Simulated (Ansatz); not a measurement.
Basis sets compared for the cluster Ca2Si2⁺ (the lowest doublet isomer of a short search). Total charge 1; doublet. Geometry r2SCAN-D4/def2-TZVP. Ansatz on 4 threads of Arm Neoverse V1 on a shared host; times are rough, and most runs start from earlier orbitals.

```xyz
4

Ca    0.468   -0.482    2.411
Ca   -0.472    0.503   -2.406
Si   -1.074   -0.269    0.155
Si    1.078    0.247   -0.160
```

The structure comes from a short search, and lower isomers may exist.

| level | functions | energy (Eh) | HOMO (eV) | LUMO (eV) | wall time |
| --- | --- | --- | --- | --- | --- |
| PBE-D4/def2-SVP | 84 | -1932.8614 | -7.21 | -6.60 | 2.1 s |
| PBE0-D4/def2-SVP | 84 | -1932.9952 | -7.94 | -5.76 | 2.5 s |

Question: Estimate the rows for PBE-D4/def2-TZVP, PBE0-D4/def2-TZVP (with forces).

Answer: 
| level | functions | energy (Eh) | HOMO (eV) | LUMO (eV) | wall time |
| --- | --- | --- | --- | --- | --- |
| PBE-D4/def2-TZVP | 146 | -1933.2337 | -7.15 | -6.48 | 3.3 s |
| PBE0-D4/def2-TZVP (with forces) | 146 | -1933.3640 | -7.87 | -5.62 | 6 s |
